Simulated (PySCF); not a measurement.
Compound: C2H6GeOSi.
Numbering: `[OH:1][SiH2:2][C:3]#[C:4][GeH3:5]` (hydrogens: H6 on O1; H7, H8 on Si2; H9, H10, H11 on Ge5)

Method: core-valence-separated Tamm–Dancoff BHandHLYP/aug-pcX-1 (pcseg-1 on H, def2-SVPD on Si, def2-SVPD on Ge) in PySCF, non-relativistic, gas phase, PBE0-D3(BJ)/def2-SVP geometry. No empirical shift is added; at this level the pattern usually sits a few eV under experiment.

(1) Give energies, oscillator strengths and core holes at the O K edge.

(2) List the carbon K-edge absorption lines.

Answers

(1) 
| E (eV) | f | core hole on | main final orbital |
| --- | --- | --- | --- |
| 531.68 | 0.0146 | O1 | LUMO (67 %) |
| 533.15 | 0.0276 | O1 | LUMO+3 (31 %) |
| 533.81 | 0.0039 | O1 | LUMO+1 (84 %) |
| 534.25 | 0.0132 | O1 | LUMO+7 (46 %) |
| 534.80 | 0.0066 | O1 | spread |
| 535.17 | 0.0037 | O1 | LUMO+5 (30 %) |
| 535.25 | 0.0070 | O1 | LUMO+2 (39 %) |

The first line with a tenth or more of the strongest one's intensity is at 531.68 eV (f = 0.015), with the hole on O1 (silanol oxygen). The strongest listed is at 533.15 eV (f = 0.028; O1).

(2) 
```
E (eV)       f  core hole on  main final orbital            polarisation
282.47  0.0545            C3         LUMO (60 %)  across the triple bond
282.53  0.0539            C3       LUMO+1 (82 %)  across the triple bond
282.61  0.0441            C4         LUMO (66 %)  across the triple bond
282.86  0.0486            C4       LUMO+1 (79 %)  across the triple bond
285.86  0.0089            C3              spread  across the triple bond
285.93  0.0196            C4       LUMO+4 (36 %)   along the triple bond
286.19  0.0044            C3       LUMO+2 (48 %)  across the triple bond
286.27  0.0003            C4       LUMO+2 (76 %)                       –
286.83  0.0059            C3       LUMO+7 (36 %)   along the triple bond
286.91  0.0035            C4       LUMO+3 (37 %)  across the triple bond
287.01  0.0077            C3              spread                   mixed
```

The first line with a tenth or more of the strongest one's intensity is at 282.47 eV (f = 0.054), with the hole on C3 (alkyne carbon), polarised across the triple bond: a 1s→π* resonance. It is also the strongest listed.

Roots within 0.03 eV whose holes lie on the same, on equivalent or on shared atoms are summed into one line, and the highest roots are left out, as the search may have cut off their partners. Final orbitals are the ground state's empty Kohn–Sham orbitals. A dash: too weak, shared between unlike atoms, or no plane or axis to refer to.

What is the summed oscillator strength of the listed O K lines, and their intensity-weighted mean energy?

Σf = 0.076 over 7 lines from 531.68 to 535.25 eV; the weighted mean is 533.53 eV. The strongest line holds 36 % of the sum.

Only the lowest roots of each edge were sought. Relativistic effects, spin–orbit coupling among them, are left out although an element past zinc is present.

Hardware: an Intel Xeon Platinum 8488C with one thread, no GPU, shared host with 192 logical CPUs at a one-minute load of 44. Cost: 13 s of wall time, 0.70 GiB resident at most.

Shape of the structure used: `[OH:1][SiH2:2][C:3]#[C:4][GeH3:5]`: H–O1–Si2–C3 57°.

One conformer stands for the species.
